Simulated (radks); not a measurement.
Values are calculated unless marked as measured or tabulated.
The gallium ion Ga3+, [Ar] 3d10. Code: a radial shooting solver on a logarithmic mesh with Libxc functionals. Model: non-relativistic Kohn-Sham, PBE, spin-polarised, spherical densities, point nucleus. Every spin shell is full or empty, so the densities are truly spherical. Functionals are evaluated on that one density, not self-consistently. Rank these orbital-free kinetic functionals by their error against the exact value of the orbitals, and give that value: Thomas-Fermi, von Weizsacker, TF + vW/5, revAPBEK, Perdew 92, Pearson, LKT, PG1, DePristo-Kress, Ernzerhof.

Answer. Exact: 1921.22 hartree. From best to worst, with 100 (|E| - |E exact|)/|E exact| (equal figures are ties): DePristo-Kress -0.17, revAPBEK +0.25, Ernzerhof -0.45, Perdew 92 -0.82, Pearson -1.26, TF + vW/5 +3.51, Thomas-Fermi -6.26, PG1 +18.32, LKT +23.12, von Weizsacker -51.13.
